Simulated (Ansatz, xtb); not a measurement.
## ClH3InSi2: where a starting geometry ends

The starting geometry of this gas-phase doublet was built from a drawn formula by distance geometry; its bonds are those of `[SiH2]=[Si](Cl)[InH]`.

```csv
atom,x (Å),y (Å),z (Å)
Cl,1.6076,1.9089,1.9013
In,1.4326,0.4527,-1.9027
Si,-1.0963,-0.4203,1.1246
Si,0.4865,0.7511,0.5849
H,-1.7615,-1.0984,0.0422
H,-1.5091,-0.4659,2.5347
H,1.5511,-1.2189,-2.2475
```

Problem. Predict what becomes of its bonds when it is optimised with r2SCAN-D4/def2-SVP.

Solution. A new bond forms, giving a structure with Cl1 bridging In2 and Si4, given below by its coordinates. Distances that change by over a tenth: Cl1–In2 (4.08 → 2.83 Å), Si3–Si4 (2.04 → 2.38 Å). Contacts that close: In2–Si3 (4.04 → 2.70 Å).

The energy falls by 0.94 eV over 36 steps:

| step | E − E(last) (eV) |
| --- | --- |
| 1 | 0.938 |
| 5 | 0.535 |
| 9 | 0.440 |
| 13 | 0.269 |
| 17 | 0.178 |
| 20 | 0.135 |
| 24 | 0.119 |
| 28 | 0.009 |
| 32 | 0.001 |
| 36 | 0.000 |

Final geometry (Å):

```yaml
atoms:
  - { symbol: Cl, position_ang: [1.8944, 1.2755, 1.2563] }
  - { symbol: In, position_ang: [0.9388, -0.1099, -1.0142] }
  - { symbol: Si, position_ang: [-0.9925, -0.3346, 0.8584] }
  - { symbol: Si, position_ang: [-0.1306, 1.8212, 0.3483] }
  - { symbol: H, position_ang: [-2.3194, -0.6402, 0.2318] }
  - { symbol: H, position_ang: [-0.8384, -1.0772, 2.1502] }
  - { symbol: H, position_ang: [2.1586, -1.0256, -1.7933] }
```

From the same start GFN2-xTB ends elsewhere, differing in Cl1–Si4 (2.60 against 2.29 Å here), In2–Si3 (4.95 against 2.70 Å here), In2–H7 (5.62 against 1.71 Å here), Si3–H7 (1.48 against 4.18 Å here).

No frequencies were run, so the end isn't proven a minimum. Open shells are spin-unrestricted. Atoms past krypton carry core potentials, without spin–orbit terms. Run with Ansatz 0.2.0, 2.6 min on 2 threads of Intel(R) Xeon(R) 6975P-C (Granite Rapids) (shared host).
